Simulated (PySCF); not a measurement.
## Excited states of P³⁺ (phosphorus, charge +3)

Ground state [Ne] 3s2, ¹S. All numbers are calculated (PySCF 2.14, the spin-free X2C one-electron Hamiltonian (Gaussian nucleus), in x2c-SVPall with two added diffuse shells each of s, p type (6s5p1d, 26 functions)). Vertical excitation energies in eV without spin-orbit coupling; excited terms of each kind are numbered among those the solver found. Frozen: [He] 2s2.

```json
{"term": "1 3P°", "leading excitation": "3s → p", "EOM-EE-CCSD": "8.339"}
{"term": "1 1P°", "leading excitation": "3s → p", "EOM-EE-CCSD": "13.302"}
{"term": "1 3D", "leading excitation": "3s → d", "EOM-EE-CCSD": "27.791"}
{"term": "1 3S", "leading excitation": "3s → s", "EOM-EE-CCSD": "27.954"}
{"term": "1 1S", "leading excitation": "3s → s", "EOM-EE-CCSD": "28.787"}
{"term": "2 3P°", "leading excitation": "3s → p", "EOM-EE-CCSD": "32.032"}
{"term": "1 1D", "leading excitation": "3s → d", "EOM-EE-CCSD": "32.124"}
{"term": "2 1P°", "leading excitation": "3s → p", "EOM-EE-CCSD": "32.169"}
{"term": "2 3S", "leading excitation": "3s → s", "EOM-EE-CCSD": "38.072"}
{"term": "2 1S", "leading excitation": "3s → s", "EOM-EE-CCSD": "38.344"}
```

Only the lower part of the computed list is shown. Doubly excited terms such as np² are absent. The solver can miss terms.
